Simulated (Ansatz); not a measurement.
Isomers of Rb₃Cl₃⁻ (doublet), relaxed with PBE0-D4/def2-SVPD; total energies from Ansatz at RPA@PBE/def2-TZVPD.

```json
{"isomer": "A", "description": "point group Cs; 7 × Cl–Rb 3.10 to 3.21 Å", "energy (Eh)": "-1451.59415"}
{"isomer": "B", "description": "point group C3v; 6 × Cl–Rb 3.11 Å", "energy (Eh)": "-1451.58084"}
```

In the def2 sets Rb takes a core potential; there is no spin–orbit coupling. Correlated methods freeze 15 core orbitals; core or outer-core shells of Rb are correlated, in sets that lack core-valence functions.

The isomers come from a short search, and lower ones may exist.

Work out the relative energies (1 Eh = 2625.5 kJ/mol) and the Boltzmann populations at 1200 K from electronic energies alone (R = 8.314 J/mol/K).

ΔE: A 0.0, B 34.9 kJ/mol. RT = 9.98 kJ/mol. Factors exp(−ΔE/RT): A 1, B 0.0303; sum 1.030. Populations: A 97.1 %, B 2.9 %. Zero-point energy, vibrational entropy and symmetry numbers are left out and can shift these; an error of 4 kJ/mol changes a ratio by a factor of 1.5. Over the other density-functional and correlated levels in def2 sets, the gap between A and B ranges from 25 to 32 kJ/mol.
